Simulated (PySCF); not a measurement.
Vertical excitations of a molecule C3H6BFO2 from TDA-PBE/def2-SVPD (PySCF 2.14.0), as energy in eV (oscillator strength): 5.24 (0.003), 5.39 (0.126), 5.96 (0.027), 6.32 (0.000), 6.40 (0.002), 6.86 (0.016), 7.03 (0.001), 7.29 (0.250), 7.33 (0.011), 7.51 (0.001). Lowest triplet (TDA): 3.48 eV. The structure is a stationary point at ωB97X-D3(BJ)/def2-SVP. The values are those of a single conformer.

Q: Identify the compound among the candidates.
(A) O=CB(CO)CF
(B) CO/C=C/B(O)F
(C) C=COB(F)CO
(D) C=C(OC)B(O)F

A: D, C=C(OC)B(O)F
